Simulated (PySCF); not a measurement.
Working out the ionisation energy of Co(2+)

Co(2+) [Ar] 3d7 (4F) → Co(3+) [Ar] 3d6 (5D). All numbers are calculated (PySCF 2.14, the non-relativistic Hamiltonian (point nucleus), in dyall-av2z (16s12p7d2f, 101 functions)). Frozen: [Ar]; the 33 highest virtual orbitals dropped. Energies in hartree (1 hartree = 27.21139 eV):

| part | Co(2+) (lower) | Co(3+) (upper) |
| --- | --- | --- |
| UHF | -1380.588694 | -1379.434355 |
| CCSD correlation | -0.159194 | -0.103646 |
| (T) | -0.002551 | -0.000802 |

Question: What does Hartree-Fock give?

Answer: (-1379.434355) − (-1380.588694) = 1.154339 hartree = 31.411 eV.

Question: What do CCSD and CCSD(T) give?

Answer: The CCSD correlation energies differ by 0.055548 hartree = 1.512 eV and the triples by 0.001749 hartree = 0.048 eV, so CCSD gives 32.923 eV and CCSD(T) 32.971 eV.

A first-order spin-orbit estimate adds 0.026 eV to CCSD(T) (valence), giving 32.997 eV against 33.5 ± 0.06 eV (semi-empirical (NIST evaluation); NIST Atomic Spectra Database, ionization energies).

The calculation is non-relativistic.

A double-zeta basis recovers only part of the correlation energy.

What remains against the reference includes basis incompleteness, the frozen core and higher excitations.
